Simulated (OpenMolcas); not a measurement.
**Dy2+: moving or changing the point charges**

Dy2+ among 8 point charges of -1.5 e arranged as a cube (Oh), 2.55 Å from the ion.

```json
{
  "Program": "OpenMolcas",
  "Method": "CASSCF",
  "Basis": "ANO-RCC-VDZP [7s6p4d2f1g]",
  "Scalar Hamiltonian": "DKH2, point nucleus",
  "Active space": "10 electrons in 7 orbitals (4f)",
  "State averaging": "2S+1 = 5 even, 35 roots (32 in the spin-orbit step); 2S+1 = 3 even, 106 roots kept (CI in the orbitals of an earlier block); 2S+1 = 1 even, 31 roots kept (CI in the orbitals of an earlier block)",
  "Spin-orbit coupling": "state interaction with AMFI integrals over the reference wave functions"
}
```

Runs around this geometry, states (labels of O, the rotations of Oh). Energies in cm-1 above the lowest state or level, χT in cm3 K/mol.

```csv
R (Å),Ground state,First state of that spin,First gap with spin-orbit (degeneracies),Width of lowest J,χT at 300 K
2.55,5A1,5T1 29.6,"6.8 (3, 2)",176,13.917
2.81,5A1,5T1 17.8,"4.8 (3, 2)",106,13.946
3.03,5A1,5T1 12.0,"3.5 (3, 2)",72,13.954
```

Taking the width of the lowest J multiplet as R^-n, n = -ln(72 / 176) / ln(3.03 / 2.55) = 5.2 between the shortest and longest distance.

High states are left out of the spin-orbit mixing, which shifts the levels that they would mix with. This is an electrostatic model: the charges have no orbitals. A group larger than the point group allows holds several states that coincide in this model. No measured value stands beside these numbers.
